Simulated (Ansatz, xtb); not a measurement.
**Ranking isomers of C4H8OSi**

3 gas-phase structures of C4H8OSi, from a drawn sample of its isomers (lower ones may exist). Each was relaxed with GFN2-xTB; where two conformers were screened, the lower at r2SCAN-D4/def2-SVP//GFN2-xTB is listed:

A. `C=C[C@@]1([SiH3])CO1`, a singlet
B. `C=C[C@@H]1O[C@@H]1[SiH3]`, a singlet
C. `C=C[C@@H]1O[C@H]1[SiH3]`, a singlet

**Question.** Estimate their order in r2SCAN-D4/def2-SVP//GFN2-xTB energy at these geometries, lowest first.

**Answer.** Calculated order at r2SCAN-D4/def2-SVP//GFN2-xTB: C (0.0), A (0.4), B (1.2) kcal/mol. Less than 1 kcal/mol parts C and A; A and B, so the order within those pairs means little.

Energies above the lowest of each column, in kcal/mol; the last columns are at r2SCAN-D4/def2-SVP geometries:

```tsv
structure	GFN2-xTB	HF/STO-3G	r2SCAN-D4/def2-SVP//GFN2-xTB	r2SCAN-D4/def2-SVP	CCSD(T)/def2-SVP + ΔMP2/def2-TZVPP
C	0.0	0.0	0.0	0.0	0.0
A	0.7	2.4	0.4	0.5	0.6
B	1.4	1.6	1.2	1.3	1.6
```

Every level run on C puts it lowest or level with the lowest. Flexible structures stand in one conformer each, not always the lowest. ΔMP2 is the change of the MP2 energy from the smaller to the larger basis.

Programs: Ansatz 0.2.0, xtb 6.7.1.
